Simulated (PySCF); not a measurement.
Input file for PySCF: R-B3LYP/3-21G on C2H7N (SMILES CCN), a point of a torsion scan.

```python
from pyscf import gto, scf, dft, mp
from pyscf.data.elements import chemcore

mol = gto.M(
    atom='''
    C     1.06145318    0.44771683   -0.00907559
    C    -0.09201819   -0.52862637   -0.21400202
    N    -1.40633650    0.11092894   -0.11552637
    H     2.01246809   -0.07773063   -0.04876974
    H     1.05911376    1.21477842   -0.78271509
    H     0.97373760    0.93131365    0.96148758
    H    -0.04474899   -1.30097190    0.56433753
    H     0.02199987   -1.03053181   -1.18033810
    H    -1.30144665    1.10081528    0.07570863
    H    -1.91868537    0.02947203   -0.98535581
    ''',
    basis='3-21g',
    charge=0, spin=0, verbose=3, max_memory=1800)
mf = dft.RKS(mol, xc='b3lyp')
mf.conv_tol = 1e-8
mf.max_cycle = 100
mf.kernel()
if not mf.converged:
    mf = mf.newton().run(mf.mo_coeff, mf.mo_occ)
```

It printed:

```
converged SCF energy = -134.423339928557
```

Self-consistency was reached.

Cost: very roughly 1.5 core-seconds.
